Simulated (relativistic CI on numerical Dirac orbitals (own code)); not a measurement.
# Sr2+: computed level list

Computed by Dirac-Coulomb-Breit CI, KLI orbitals optimised for each configuration, model QED, valence Slater integrals scaled by 0.85, P86 correlation energy added to each configuration (own radial code, finite nucleus).

Configurations in the expansion (outside the closed core [Ar] 3d10): 4s2.4p6, 4s2.4p5.4d, 4s2.4p5.5s, 4s.4p6.4d, 4s2.4p5.5p, 4s2.4p5.6s, 4s2.4p5.5d, 4s2.4p5.4f, 4s2.4p5.6p, 4s2.4p5.6d, 4s2.4p5.5f, 4s2.4p5.5g, 4s2.4p5.6f, 4s.4p6.5s, 4p6.4d2, 4p5.4d3, 4p5.4d2.5s, 4p5.4d2.5p, 4p5.4d2.6s, 4p5.4d2.5d. Double excitations out of closed p, d and f shells are left out; levels of such configurations are missing from the list, as are those of other unlisted configurations, and high levels can miss mixing partners. These lack a partner that the ground configuration has and come out too high: 4s2.4p5.4f, 4s2.4p5.6p, 4s2.4p5.6d, 4s2.4p5.5f, 4s2.4p5.5g.

```csv
No.,Configuration,Term,J,E (cm⁻¹),%,Next component (%)
1,4s2.4p6,1S,0,0,100,
2,4s2.4p5.4d,3P°,0,177518,99,1 4s2.4p5.5s 3P°
3,4s2.4p5.4d,3P°,1,178754,97,2 3D°
4,4s2.4p5.4d,3P°,2,181222,90,4 3D°
5,4s2.4p5.4d,3F°,4,184064,100,
6,4s2.4p5.4d,3F°,3,186226,88,7 1F°
7,4s2.4p5.4d,3F°,2,188862,77,13 1D°
8,4s2.4p5.4d,3D°,3,194360,61,39 1F°
9,4s2.4p5.5s,3P°,2,195790,95,2 4s2.4p5.4d 3D°
10,4s2.4p5.5s,1P°,1,197554,47,46 3P°
11,4s2.4p5.4d,1D°,2,198137,48,29 3D°
12,4s2.4p5.4d,3D°,1,198679,90,4 4s2.4p5.5s 1P°
13,4s2.4p5.4d,3D°,2,200327,55,35 1D°
14,4s2.4p5.4d,1F°,3,201269,54,34 3D°
15,4s2.4p5.5s,3P°,0,205370,99,1 4s2.4p5.4d 3P°
16,4s2.4p5.5s,3P°,1,206640,50,49 1P°
17,4s2.4p5.5p,3S,1,222918,88,10 3P
18,4s2.4p5.5p,3D,2,227185,57,37 1D
19,4s2.4p5.5p,3D,3,227552,100,
20,4s2.4p5.5p,1P,1,229293,47,30 3D
21,4s2.4p5.5p,3P,2,230151,69,28 1D
22,4s2.4p5.4d,1P°,1,231869,79,17 4s2.4p5.5d 1P°
23,4s2.4p5.5p,3P,0,233942,75,25 1S
24,4s2.4p5.5p,3D,1,236749,67,31 1P
25,4s2.4p5.5p,3D,2,238421,40,35 1D
26,4s2.4p5.5p,3P,1,238494,65,21 1P
27,4s2.4p5.5p,1S,0,243085,72,25 3P
28,4s2.4p5.5d,3P°,0,269135,99,
29,4s2.4p5.6s,3P°,2,269388,95,4 4s2.4p5.5d 3P°
30,4s2.4p5.5d,3P°,1,269621,77,11 3D°
31,4s2.4p5.6s,1P°,1,270241,55,33 3P°
32,4s2.4p5.5d,3F°,4,270259,100,
33,4s2.4p5.5d,3P°,2,270591,60,24 3D°
34,4s2.4p5.5d,3F°,3,270749,62,30 1F°
35,4s2.4p5.5d,1D°,2,271547,45,30 3F°
36,4s2.4p5.5d,3D°,3,272010,65,33 1F°
37,4s2.4p5.5d,3D°,1,276609,77,10 3P°
38,4s2.4p5.6s,3P°,0,279216,100,
39,4s2.4p5.6s,3P°,1,279603,61,38 1P°
40,4s2.4p5.5d,3F°,2,280328,69,22 1D°
41,4s2.4p5.5d,3D°,2,280669,42,35 3P°
42,4s2.4p5.5d,1F°,3,280971,36,36 3F°
43,4s2.4p5.6p,3S,1,281175,77,19 3P
44,4s2.4p5.6p,3D,2,282299,52,40 1D
45,4s2.4p5.6p,3D,3,282407,98,1 4s2.4p5.4f 3D
46,4s2.4p5.6p,1P,1,283142,50,20 3D
47,4s2.4p5.6p,3P,2,283477,70,26 1D
48,4s2.4p5.4f,3D,1,283926,89,6 4s2.4p5.6p 1P
49,4s2.4p5.4f,3D,2,284351,79,10 1D
50,4s2.4p5.4f,3G,5,285041,100,
51,4s2.4p5.4f,3D,3,285254,57,23 3F
52,4s2.4p5.4f,3G,4,285261,51,48 1G
53,4s2.4p5.4f,1F,3,286179,39,32 3G
54,4s2.4p5.4f,1D,2,286196,56,42 3F
55,4s2.4p5.4f,3F,4,286231,68,20 1G
56,4s2.4p5.6p,3P,0,286233,59,40 1S
57,4s2.4p5.5d,1P°,1,288171,62,17 4s2.4p5.6d 1P°
58,4s2.4p5.6p,3D,1,291987,73,25 1P
59,4s2.4p5.6p,3P,1,292555,58,20 3S
60,4s2.4p5.6p,3D,2,292670,46,34 1D
61,4s2.4p5.4f,3D,3,294968,41,33 3F
62,4s2.4p5.6p,1S,0,295040,57,41 3P
63,4s2.4p5.4f,3G,3,295271,68,18 1F
64,4s2.4p5.4f,3G,4,295376,37,32 1G
65,4s2.4p5.4f,3F,2,295572,52,33 1D
66,4s2.4p5.6d,3P°,0,300375,100,
67,4s2.4p5.6d,3P°,1,300634,80,19 3D°
68,4s2.4p5.6d,3F°,4,300793,100,
69,4s2.4p5.6d,3F°,3,300964,56,37 1F°
70,4s2.4p5.6d,3P°,2,300967,55,32 3D°
```

Energies count from the lowest computed level; ° marks odd parity.

The mean weight of the leading LS term, summed over parents, in these 70 levels is 70 %, and that of the leading jj configuration (from the same eigenvectors) 86 %, so jj coupling describes them better and the LS labels are nominal.

For a near-neutral ion this model can misplace configurations by up to about 10,000 cm⁻¹ (more where the count of f electrons changes) and terms by 10 to 25 % of their spread. Rates follow the energies as ν³ (E1, M1) or ν⁵ (E2), so they and the lifetimes can be off by large factors. The fine structure of a lone outer electron comes out too small, for d and f at times inverted, and misplaced configurations move strength between like terms. 58 of the 69 excited levels that our extract of the measured tables holds in this range could be paired (the sources list more); they are missed by 2145 cm⁻¹ on average and 4454 at most, and levels without a partner can miss by more.

LS names give the leading component of a level, which can be under half, so a name can repeat, a term be missing and a line seem to break the LS rules.
